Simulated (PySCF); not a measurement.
C2H6F2Si, SMILES C[C@@H](F)[SiH2]F.

Geometry: PBE0-D3(BJ)/def2-SVP. The structure was generated by enumeration; whether it is a known compound was not checked. Other conformers were not sampled.

The numbers are results of PySCF with TDA-LC-ωPBE/def2-SVPD, not measurements.

Vertical excitations. 

**Question.** Estimate the UV-visible absorptions. (An estimate is asked for; the answer gives what the named calculation found.)

**Answer.** 
```json
[
 {"state": "S1", "energy (eV)": "7.80", "λ (nm)": "159", "f": "0.001", "main pairs": "HOMO→LUMO 81 %"},
 {"state": "S2", "energy (eV)": "8.47", "λ (nm)": "146", "f": "0.016", "main pairs": "HOMO→LUMO+3 40 %, HOMO→LUMO+1 25 %, HOMO→LUMO+2 9 %"},
 {"state": "S3", "energy (eV)": "8.60", "λ (nm)": "144", "f": "0.011", "main pairs": "HOMO−1→LUMO 72 %"},
 {"state": "S4", "energy (eV)": "8.86", "λ (nm)": "140", "f": "0.010", "main pairs": "HOMO→LUMO+1 43 %, HOMO→LUMO+3 36 %, HOMO→LUMO+2 10 %"},
 {"state": "S5", "energy (eV)": "9.63", "λ (nm)": "129", "f": "0.012", "main pairs": "HOMO−2→LUMO+3 24 %, HOMO−2→LUMO 23 %, HOMO−2→LUMO+1 12 %, HOMO−2→LUMO+2 8 %"},
 {"state": "S6", "energy (eV)": "9.76", "λ (nm)": "127", "f": "0.191", "main pairs": "HOMO→LUMO+2 33 %, HOMO−1→LUMO+1 20 %, HOMO→LUMO+1 11 %, HOMO−1→LUMO+3 7 %"},
 {"state": "S7", "energy (eV)": "9.81", "λ (nm)": "126", "f": "0.175", "main pairs": "HOMO→LUMO+2 25 %, HOMO−1→LUMO+1 17 %, HOMO−1→LUMO+2 13 %, HOMO→LUMO+1 9 %"},
 {"state": "S8", "energy (eV)": "9.90", "λ (nm)": "125", "f": "0.022", "main pairs": "HOMO→LUMO+5 31 %, HOMO−2→LUMO 25 %, HOMO−2→LUMO+1 6 %, HOMO→LUMO+3 5 %"},
 {"state": "S9", "energy (eV)": "10.03", "λ (nm)": "124", "f": "0.074", "main pairs": "HOMO→LUMO+5 47 %, HOMO−2→LUMO 21 %, HOMO−2→LUMO+1 9 %"},
 {"state": "S10", "energy (eV)": "10.20", "λ (nm)": "122", "f": "0.109", "main pairs": "HOMO−1→LUMO+2 46 %, HOMO−1→LUMO+1 23 %"},
 {"state": "T1", "energy (eV)": "7.22", "λ (nm)": "172", "f": "0", "main pairs": "HOMO→LUMO 66 %"},
 {"state": "T2", "energy (eV)": "7.74", "λ (nm)": "160", "f": "0", "main pairs": "HOMO→LUMO+3 44 %, HOMO→LUMO 15 %, HOMO→LUMO+1 8 %, HOMO→LUMO+4 7 %"},
 {"state": "T3", "energy (eV)": "7.88", "λ (nm)": "157", "f": "0", "main pairs": "HOMO−1→LUMO 67 %"},
 {"state": "T4", "energy (eV)": "8.32", "λ (nm)": "149", "f": "0", "main pairs": "HOMO→LUMO+1 34 %, HOMO→LUMO+2 29 %, HOMO→LUMO+3 22 %"}
]
```
Triplets are in the Tamm–Dancoff approximation.
